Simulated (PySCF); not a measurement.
A structure optimised at PBE-D3(BJ)/def2-SVP, used in a PySCF frequency run:

```xyz
9

C      1.5876     0.0000     1.0847
Te     0.0000     0.0000    -0.4025
C     -1.5876     0.0000     1.0847
H      1.5161    -0.9097     1.7087
H      2.5493     0.0000     0.5383
H      1.5161     0.9097     1.7087
H     -1.5161    -0.9097     1.7087
H     -2.5493     0.0000     0.5383
H     -1.5161     0.9097     1.7087
```
Charge 0, spin multiplicity 1.

Task: Write its SMILES, formula and point group.

Result: C[Te]C, C2H6Te, C2v

Task: What are its rotational constants (standard atomic weights)?

Result: 8.0570, 5.8594, 3.5515 GHz
